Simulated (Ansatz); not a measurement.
C$_{2}$H$_{6}$OSSi (`O=C[SiH2]CS`) from Hartree–Fock to CCSD(T)

Z-matrix (Å, degrees):
```
Si
C 1 1.926
C 1 1.869 2 109.4
H 1 1.485 2 108.4 3 -121.9
H 1 1.493 2 105.5 3 121.6
O 2 1.207 1 122.8 3 -2.5
H 2 1.117 1 118.4 3 178.8
S 3 1.817 1 110.6 2 -61.0
H 3 1.093 1 109.7 2 -177.4
H 3 1.092 1 112.5 2 63.4
H 8 1.343 3 96.1 1 63.1
```

The species carries charge 0 and has multiplicity 1. All single points use the PBE0-D4/def2-TZVP geometry. It is one conformer, not always the lowest. Frozen core, restricted reference, Ansatz. CBS rows extrapolate triple and quadruple zeta; past MP2 they add the triple-zeta difference.

```csv
basis,HF (Eh),MP2 corr.,CCSD corr.,(T),CCSD(T) total
def2-TZVPP,-840.61811,?,-0.91126,-0.03988,?
def2-QZVPP,?,-0.92507,–,–,–
CBS(def2),?,-0.97304,?,as TZ,?
```

(1) Fill in the withheld values. (An estimate is asked.)

## Answers

(1) The calculation gave: def2-TZVPP MP2 corr.: -0.86030; def2-TZVPP CCSD(T) total: -841.56925; def2-QZVPP HF (Eh): -840.64546; CBS(def2) HF (Eh): -840.64923; CBS(def2) CCSD corr.: -1.02401; CBS(def2) CCSD(T) total: -841.71312.
